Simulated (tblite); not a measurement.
Compound: C₆H₉GeN.
SMILES with atom numbers: `[CH3:1]/[N:2]=[CH:3]/[C:4]1=[CH:5][GeH2:6][CH:7]=[CH:8]1` (hydrogens: H9, H10, H11 on C1; H12 on C3; H13 on C5; H14, H15 on Ge6; H16 on C7; H17 on C8)

Structure used (GFN2-xTB), in Å, numbered top down from 1:
```
atom  x, y, z in Å
C1     3.342   -0.417    0.066
N2     1.998   -0.079    0.391
C3     1.059   -0.352   -0.406
C4    -0.323   -0.015   -0.110
C5    -0.722    0.603    1.021
Ge6   -2.652    0.838    0.956
C7    -2.628   -0.031   -0.789
C8    -1.366   -0.354   -1.084
H9     3.935    0.499    0.072
H10    3.452   -0.918   -0.907
H11    3.732   -1.065    0.853
H12    1.238   -0.858   -1.371
H13   -0.009    0.881    1.777
H14   -3.419    0.113    2.022
H15   -3.125    2.262    0.952
H16   -3.448   -0.245   -1.453
H17   -1.073   -0.850   -2.001
```

All values are computed: GFN2-xTB (tblite) harmonic vibrations without scaling, gas phase. Errors from tens to a few hundred cm⁻¹ against measured bands are possible. Modes of hydrogen on germanium can be 10 to 20 % off. One conformer, not necessarily the lowest.

Problem. How many normal modes are there?

Solution. 17 atoms, non-linear: 3N − 6 = 45.

Problem. What is the point group of the computed structure, and how do the modes divide by symmetry?

Solution. Cs. The vibrations span 29 a′ + 16 a″.

Problem. How many distinct wavenumbers does the calculation give?

Solution. 45: Cs has no degenerate species.

Problem. How many fundamentals are allowed in the infrared by symmetry?

Solution. 45 of 45: in Cs every mode is allowed. All fundamentals are allowed in the Raman spectrum.

Problem. How large is the harmonic zero-point energy?

Solution. Half the sum of the wavenumbers, 27385 cm⁻¹, or 78.3 kcal/mol from 45 modes, 40.3 kcal/mol of it from above 1550 cm⁻¹.

Problem. What thermal excitation has the softest real mode at 77 K?

Solution. 66.0 cm⁻¹ is a vibrational temperature θ of 95 K. The population of v = 1 over v = 0 is exp(−θ/T) = 0.29, and the mean quantum number is 0.41.
